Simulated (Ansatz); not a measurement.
In7As7H20, 34 atoms. Hardware: 2 threads of AMD EPYC 7R13 on a shared host and a share (18 GiB) of an NVIDIA H100 80GB HBM3.

In the def2 sets In takes a core potential; there is no spin–orbit coupling. Correlated methods freeze 91 core orbitals; core or outer-core shells of In, As are correlated, in sets that lack core-valence functions. Single mean-field runs in def2-SVP, def2-TZVP are fitted with def2-universal-jkfit.

**Question.** How many basis functions does each of these Ansatz runs have, and roughly what does it cost? RPA@PBE/def2-SVP, charge 0 singlet, energy, from earlier orbitals; PBE-D4/def2-SVP, charge 1 doublet at the geometry of the charge 0 singlet, energy, from earlier orbitals; PBE-D4/def2-SVP, charge -1 doublet at the geometry of the charge 0 singlet, energy, from earlier orbitals; PBE-D4/def2-TZVP, charge 0 singlet, energy, from earlier orbitals; PBE0-D4/def2-SVP, charge -1 doublet at the geometry of the charge 0 singlet, energy; r2SCANh-D4/def2-SVP, charge 1 doublet at the geometry of the charge 0 singlet, energy, from earlier orbitals; PBE-D4/def2-SVP, charge 0 singlet, energy and forces, from earlier orbitals; PBE-D4/def2-SVP, charge 0 triplet at the geometry of the charge 0 singlet, energy, from earlier orbitals; PBE0-D4/def2-SVP, charge 1 doublet at the geometry of the charge 0 singlet, energy; MP2/def2-SVP, charge 0 singlet, energy, from earlier orbitals; r2SCANh-D4/def2-SVP, charge -1 doublet at the geometry of the charge 0 singlet, energy, from earlier orbitals; r2SCANh-D4/def2-SVP, charge 0 singlet, energy, from earlier orbitals.

**Answer.** Other jobs shared the machine, so times can vary by a factor of up to 3.

```csv
run,functions,fitting or Cholesky vectors,wall time,peak host memory (GiB)
"PBE-D4/def2-TZVP, charge 0 singlet, energy, from earlier orbitals",806,3748,10 s,1.2
"r2SCANh-D4/def2-SVP, charge 0 singlet, energy, from earlier orbitals",506,3748,10 s,1.1
"PBE-D4/def2-SVP, charge 0 singlet, energy and forces, from earlier orbitals",506,3748,13 s,1.1
"PBE-D4/def2-SVP, charge 0 triplet at the geometry of the charge 0 singlet, energy, from earlier orbitals",506,3748,18 s,1.2
"MP2/def2-SVP, charge 0 singlet, energy, from earlier orbitals",506,5605,20 s,1.5
"PBE-D4/def2-SVP, charge -1 doublet at the geometry of the charge 0 singlet, energy, from earlier orbitals",506,3748,20 s,1.2
"PBE-D4/def2-SVP, charge 1 doublet at the geometry of the charge 0 singlet, energy, from earlier orbitals",506,3748,22 s,1.2
"RPA@PBE/def2-SVP, charge 0 singlet, energy, from earlier orbitals",506,5605,23 s,3.5
"r2SCANh-D4/def2-SVP, charge 1 doublet at the geometry of the charge 0 singlet, energy, from earlier orbitals",506,3748,28 s,1.5
"PBE0-D4/def2-SVP, charge 1 doublet at the geometry of the charge 0 singlet, energy",506,3748,29 s,1.2
"PBE0-D4/def2-SVP, charge -1 doublet at the geometry of the charge 0 singlet, energy",506,3748,34 s,1.2
"r2SCANh-D4/def2-SVP, charge -1 doublet at the geometry of the charge 0 singlet, energy, from earlier orbitals",506,3748,40 s,1.5
```
